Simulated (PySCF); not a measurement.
C5H6F2.
SMILES with atom numbers: `[CH3:1][C:2]#[C:3][C:4]([CH3:5])([F:6])[F:7]` (hydrogens: H8, H9, H10 on C1; H11, H12, H13 on C5)

Computed by this run: PBE0-D3(BJ)/def2-SVP geometry optimisation, gas phase in PySCF 2.14.0; density fitting, grid level 1; the optimiser is geomeTRIC in internal coordinates, started from a GFN2-xTB structure with every atom displaced at random (about 0.01 Å).

Step 1: E = -10695.6383 eV
```
atom  x, y, z in Å  |  force x, y, z in eV/Å
C1      2.6745    0.4539    0.4008    0.160  -0.242   0.156
C2      1.3247    0.0453    0.0650    0.341  -0.162   0.020
C3      0.2301   -0.3831   -0.2134   -0.807   0.092  -0.115
C4     -1.1826   -0.7551   -0.4878    0.886   0.232   0.127
C5     -2.1659    0.2657    0.0252   -0.234   0.077  -0.272
F6     -1.3353   -0.9242   -1.8271   -0.186  -0.022   0.036
F7     -1.4281   -1.9532    0.0923   -0.194  -0.231   0.019
H8      3.1935    0.8813   -0.4703    0.000   0.004   0.002
H9      3.2617   -0.4165    0.7646   -0.155   0.261  -0.145
H10     2.6649    1.2047    1.2033    0.037   0.082   0.018
H11    -2.0182    0.4272    1.0990    0.023  -0.004   0.042
H12    -3.1898   -0.1064   -0.1514    0.136   0.041   0.004
H13    -2.0271    1.2173   -0.5138   -0.009  -0.128   0.108
```

Step 2: E = -10695.6546 eV
```
atom  x, y, z in Å  |  force x, y, z in eV/Å
C1      2.6830    0.4522    0.4016   -0.007  -0.015   0.064
C2      1.3302    0.0372    0.0766    0.018  -0.194  -0.030
C3      0.2254   -0.3775   -0.1978   -0.208   0.128   0.009
C4     -1.1759   -0.7520   -0.4776    0.274   0.087   0.034
C5     -2.1719    0.2644    0.0195   -0.067   0.015   0.018
F6     -1.3400   -0.9158   -1.8159   -0.009  -0.034  -0.084
F7     -1.4447   -1.9574    0.0892   -0.002  -0.055   0.042
H8      3.1900    0.8787   -0.4770   -0.006   0.008  -0.012
H9      3.2755   -0.4081    0.7538   -0.018   0.034  -0.035
H10     2.6863    1.2097    1.2009   -0.008   0.014  -0.026
H11    -2.0414    0.4198    1.0977   -0.015   0.010   0.013
H12    -3.1868   -0.1106   -0.1773    0.028  -0.005  -0.010
H13    -2.0271    1.2163   -0.5074    0.019   0.008   0.017
```

**Question.** Estimate the geometry and energy of step 3. (The exact step hangs on the optimiser's Hessian estimate; all steps are aligned on step 2, rigid shifts and turns removed.)

**Answer.** E = -10695.6595 eV, largest force 0.140 eV/Å
```
atom  x, y, z in Å  |  force x, y, z in eV/Å
C1      2.6860    0.4474    0.4004   -0.042   0.071  -0.005
C2      1.3331    0.0265    0.0859   -0.011  -0.123  -0.023
C3      0.2211   -0.3702   -0.1846    0.038   0.129   0.036
C4     -1.1694   -0.7455   -0.4715   -0.054  -0.014   0.002
C5     -2.1783    0.2653    0.0186    0.028  -0.033   0.038
F6     -1.3274   -0.9111   -1.8127    0.012  -0.009  -0.023
F7     -1.4413   -1.9548    0.0924    0.023   0.014   0.018
H8      3.1808    0.8730   -0.4860   -0.004   0.004  -0.006
H9      3.2858   -0.4059    0.7461    0.042  -0.051   0.017
H10     2.6934    1.2111    1.1938   -0.012  -0.005  -0.017
H11    -2.0682    0.4152    1.1006   -0.007  -0.012  -0.012
H12    -3.1849   -0.1155   -0.1993   -0.028  -0.006  -0.014
H13    -2.0281    1.2213   -0.4971    0.014   0.035  -0.013
```

The energy changes by -0.0049 eV. The first-order estimate −F·Δx gives -0.0075 eV and the mean of the old and new forces, exact on a quadratic surface, -0.0049 eV. The step makes an angle of 72° with the force vector and moves no atom by more than 0.027 Å.

What follows is the cost of the whole optimisation. Time: 46 s wall; peak memory 0.52 GiB. Hardware: one thread, Arm Neoverse V2 (aarch64) (shared host).
